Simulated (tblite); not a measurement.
Species: C5H3O2 (doublet state).
Z-matrix (Å and degrees, GFN2-xTB geometry), rows numbered from 1:
```
O 
C   1  1.2044
C   2  1.4466  1  125.38
C   3  1.3703  2  132.95  1    -0.11
C   4  1.3936  3  109.44  2  -179.81
C   5  1.3717  4  103.87  3     0.01
O   6  1.3359  5  111.87  4    -0.02
H   2  1.1067  1  122.16  3  -179.86
H   5  1.0690  4  128.32  3   179.92
H   6  1.0734  5  130.84  4   179.97
```

Calculated harmonic vibrations of the isolated species, GFN2-xTB (tblite), most abundant isotopes, no scaling. This tight-binding method is rough: wavenumbers can miss measured ones by several per cent, in bad cases by 10 to 20. One conformer, not necessarily the lowest. Open shells enter through the occupations alone, without spin polarisation, and single modes of such species can be off by tens of per cent.

Harmonic wavenumbers (cm⁻¹): 146.1, 185.7, 229.7, 487.3, 559.3, 595.9, 723.0, 760.1, 825.4, 827.8, 916.4, 944.9, 1062.5, 1108.3, 1174.6, 1202.2, 1336.7, 1368.1, 1420.9, 1516.5, 1743.2, 2781.6, 3151.7, 3202.7.

A = 9017, B = 2040, C = 1664 MHz; mass 95.013 u (most abundant isotopes); point group Cs, symmetry number 1; spin multiplicity 2.

Zero-point energy?

Half the sum of the wavenumbers: 14135 cm⁻¹ = 169.10 kJ/mol.

What is S at 400 K and 1 bar for an ideal gas of classical rigid rotors and harmonic oscillators?

Translation 171.76, rotation 115.61, vibration 62.54, spin (R ln 2) 5.76: S = 355.7 J/(mol K).

And Cp and H(400 K) − H(0)?

Cp = 116.19 J/(mol K), of which vibrations give 82.93 (their classical limit is 24 R = 199.5); H(400 K) − H(0) = 28.12 kJ/mol without the zero-point energy, 14.82 from vibrations.

Which modes carry the vibrational entropy at 400 K?

146.1 cm⁻¹: 13.76; 185.7 cm⁻¹: 11.82; 229.7 cm⁻¹: 10.13; 487.3 cm⁻¹: 4.64; 559.3 cm⁻¹: 3.78; 595.9 cm⁻¹: 3.40 J/(mol K); the other 18 give 15.01 together.

Blend soft modes into free rotors: weight 1/[1 + (100 cm⁻¹/ν̃)⁴] for the oscillator and the rest for a rotor with moment μB/(μ + B), μ = h/(8π²ν), B = 10⁻⁴⁴ kg m². What vibrational entropy results?

62.05 J/(mol K) in place of 62.54, which changes −T·S at 400 K by +0.20 kJ/mol.

Hindered rotation and anharmonicity are outside this model. Other conformers, if any are populated, would add a mixing term that is left out.
